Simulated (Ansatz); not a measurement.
Single points on the cluster Nb₂O₄⁻.

```yaml
crystal:
  periodic: [false, false, false]
  atoms:
    - {symbol: Nb, position_ang: [0.210878, 1.422878, 0.343847]}
    - {symbol: Nb, position_ang: [-0.213360, -1.420495, -0.346224]}
    - {symbol: O, position_ang: [0.279101, 2.163872, -1.220303]}
    - {symbol: O, position_ang: [-1.825234, -1.399919, -0.980003]}
    - {symbol: O, position_ang: [1.816171, 1.414753, 0.993889]}
    - {symbol: O, position_ang: [-0.267557, -2.181088, 1.208794]}
basis:
  gaussian: {orbitals: def2-TZVPD, initial_orbitals: start.molden}
total_charge: -1
magnetization: {spin_polarized: true, initial_magnetization: 1}
hamiltonian: {xc: {name: BLYP}, dispersion: d4}
scf: {omitted_lower_state_checks: [starts]}
output: {orbitals: {seedname: orbitals}}
```

The file start.molden holds the orbitals of an earlier run on this structure, at another level or in another basis.

```sh
$ ansatz run in.yaml --threads 4 --pin off --events-out ev --progress --plain --max-ram 4787MiB
```

It prints (some lines left out):

```
Functional definition: BLYP
1372 factors; their error is unknown
mean field evaluation 1: about -11297.9863 eV, gradient 1.2e1 eV
mean field evaluation 2: about -11298.3877 eV, gradient 4.5e-1 eV
mean field evaluation 4: about -11298.3936 eV, gradient 6.5e-2 eV
mean field evaluation 8: about -11298.3936 eV, gradient 6.6e-6 eV
mean field -11298.39359918 eV, -415.2083064435 hartree, gradient 6.6e-6 eV, S^2 0.769202; 0 other end points of the search recorded, 0 dependent functions left out
reference -11298.39395702 eV, -415.2083195940 hartree; 30, 29 occupied and 210, 211 virtual orbitals, 1372 factors
Total energy: -11298.83963411 eV, -415.2246979251 hartree
Checks for a lower state left out: starts
```

Run time 4.7 s (4 threads of Intel Xeon on a shared host).

First input, but with `hamiltonian: {xc: pbe0, dispersion: d4}` (abridged; 7 s):

```
Functional definition: PBE0
mean field -11289.48858624 eV, -414.8810532540 hartree, gradient 2.0e-5 eV, S^2 0.837700
Total energy: -11289.67409033 eV, -414.8878704038 hartree
Checks for a lower state left out: starts
```

The first input with `hamiltonian: {xc: {name: revPBE}, dispersion: d4}` (abridged; 3.8 s):

```
Functional definition: revPBE
mean field -11300.37802583 eV, -415.2812327778 hartree, gradient 1.9e-5 eV, S^2 0.789099
Total energy: -11300.87379550 eV, -415.2994519772 hartree
Checks for a lower state left out: starts
```

First input, but with `correlation: {method: mp2}` and without the key `hamiltonian` (abridged; 7.5 s):

```
Functional definition: HF
mean field -11223.32098861 eV, -412.4494388913 hartree, gradient 2.9e-6 eV, S^2 1.307763
4 core orbitals not correlated: weight in the atoms' cores, before any rotation towards them, 1.000 or more for the frozen orbitals, at most 0.000 for the correlated occupied ones
second order -49.84209519 eV of doubles, -0.00000000 eV of singles
Total energy: -11273.16308381 eV, -414.2811021055 hartree
Checks for a lower state left out: starts
```

As the first input, with `hamiltonian: {xc: lda}` (abridged; 2.1 s):

```
Functional definition: SPW92
mean field -11236.88273618 eV, -412.9478239219 hartree, gradient 2.3e-5 eV, S^2 0.761153
Total energy: -11236.88279069 eV, -412.9478259253 hartree
Checks for a lower state left out: starts
```

The first input with `hamiltonian: {xc: pbe}`, `correlation: {method: rpa}` and without the key `output` (abridged; 9 s):

```
Functional definition: PBE
mean field -11293.32027349 eV, -415.0218651632 hartree, gradient 1.7e-6 eV, S^2 0.779938
4 core orbitals not correlated: weight in the atoms' cores, before any rotation towards them, 1.000 or more for the frozen orbitals, at most 0.000 for the correlated occupied ones
Total energy: -11289.71790720 eV, -414.8894806439 hartree
Checks for a lower state left out: starts
```

As the first input, with `hamiltonian: {xc: pbe, dispersion: d4}`, `output: {forces: true, orbitals: {seedname: orbitals}}` (abridged; 4.2 s):

```
Functional definition: PBE
mean field -11293.32028370 eV, -415.0218655386 hartree, gradient 2.4e-5 eV, S^2 0.779938
Total energy: -11293.53442771 eV, -415.0297351857 hartree
Atom 0 force    -1.006554    -0.275754     0.605804 eV/Å
Atom 1 force     1.002701     0.280721    -0.613234 eV/Å
Atom 2 force     0.124532     0.358871    -0.804627 eV/Å
Atom 3 force    -0.858154     0.002398    -0.238231 eV/Å
Atom 4 force     0.855245     0.002581     0.247437 eV/Å
Atom 5 force    -0.117770    -0.368817     0.802851 eV/Å
Dipole moment:    -0.003008     0.002636    -0.003854 e Å
Checks for a lower state left out: starts
```

Geometry: PBE0-D4/def2-SVPD.

In the def2 sets Nb takes a core potential; there is no spin–orbit coupling. Correlated methods freeze 4 core orbitals; core or outer-core shells of Nb are correlated, in sets that lack core-valence functions. At PBE0-D4/def2-TZVPD, MP2/def2-TZVPD the charge -1 doublet is spin-contaminated (final ⟨S²⟩ up to 1.31, 0.75 for a pure state). No other spin state of charge -1 was run. Another isomer (doublet) lies 1.01 eV lower at PBE0-D4/def2-TZVPD; other spin states weren't run for this one.
